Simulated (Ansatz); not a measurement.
Two isomers of CH6F2Si2: A = `FC[SiH2][SiH2]F`, B = `C[SiH2][SiH](F)F`.

Calculated with Ansatz (gas phase, PBE0-D4/def2-TZVP geometries, no zero-point term in ΔE). CBS: MP2 limit from def2 TZ/QZ plus the TZ coupled-cluster correction, frozen cores. DFT in def2-TZVPP. B3LYP here is the variant with VWN-RPA as its local correlation; programs differ in this. One conformer a species, not always the lowest.

A:

Z-matrix (Å, degrees):
```
C
Si 1 1.901
F 1 1.391 2 109.9
H 1 1.095 2 111.5 3 -119.9
H 1 1.095 2 111.0 3 119.7
Si 2 2.344 1 110.1 3 -54.8
H 2 1.489 1 109.9 3 65.7
H 2 1.490 1 107.8 3 -175.7
F 6 1.608 2 108.5 1 -56.4
H 6 1.487 2 111.5 1 -174.9
H 6 1.485 2 112.0 1 62.6
```

B:

```xyz
11

C     0.041   -1.225    1.224
Si   -0.136    0.562    0.690
Si    0.057    0.757   -1.638
F     1.469    0.173   -2.103
F    -1.057   -0.146   -2.340
H     1.014   -1.620    0.926
H    -0.049   -1.313    2.308
H    -0.733   -1.842    0.763
H     0.917    1.419    1.303
H    -1.462    1.117    1.081
H    -0.061    2.118   -2.214
```

Question: Which isomer does CCSD(T)/CBS put lower? Give the gap. (Estimate.)

Answer: Ansatz gave: B, by 268.2 kJ/mol.

Question: Give E(B) − E(A) in kJ/mol with LDA (SPW92), B2PLYP, r2SCAN-D4, B3LYP-D4, BLYP-D4, CCSD/def2-TZVPP, MP2/def2-TZVPP. (Best estimate.)

Answer: The calculation gave: LDA (SPW92) -253.6, B2PLYP -264.4, r2SCAN-D4 -263.9, B3LYP-D4 -257.4, BLYP-D4 -251.1, CCSD/def2-TZVPP -265.2, MP2/def2-TZVPP -276.7. None reverses the order clearly.

Question: Does the order hold for the free energy at 298.15 K (harmonic terms from PBE0-D4)? (Best estimate.)

Answer: Computed: Yes: G(B) − G(A) = -262.4 kJ/mol, for one conformer each. Modes under 60 cm⁻¹, often nearly free rotors, make the harmonic entropy too high.

Largest T1 diagnostic: 0.012.

From r2SCAN to r2SCAN0 (25 % exact exchange), in def2-TZVPP and without D4, E(B) − E(A) moves by −3.5 kJ/mol. Leaving LDA and LC-ωPBE aside and taking each functional with its dispersion term where it has one, the values, not all of them listed here, spread over 20.3 kJ/mol, from PBE-QIDH to revPBE-D4. LDA lies −4.8 kJ/mol from PBE without D4.
